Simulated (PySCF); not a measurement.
**C3H4O, SMILES `CC#CO` (charge 0, multiplicity 1)**

Calculation: PBE-D3(BJ)/def2-TZVP (PySCF).

The HOMO is -5.42 eV and the dipole moment is 0.316 e·Å. The HOMO–LUMO gap comes out as 5.01 eV and the LUMO is -0.41 eV. The S1 excitation (TDA) is 5.11 eV and the S1 oscillator strength is 0.001. The T1 excitation (TDA) is 4.88 eV, the S1–T1 gap (TDA) comes out as 0.23 eV and the vertical ionisation energy (Delta-SCF) is 8.98 eV. The total energy is -5216.73 eV and the cost is around 80 core-seconds (rough).

```xyz
8

C     -1.4035    -0.1331     0.1038
C      0.0289     0.0762    -0.0578
C      1.2231     0.2378    -0.1831
O      2.4993     0.5055    -0.3863
H     -1.8992     0.7634     0.5074
H     -1.6051    -0.9616     0.8002
H     -1.8878    -0.3815    -0.8533
H      3.0492    -0.1469     0.0865
```
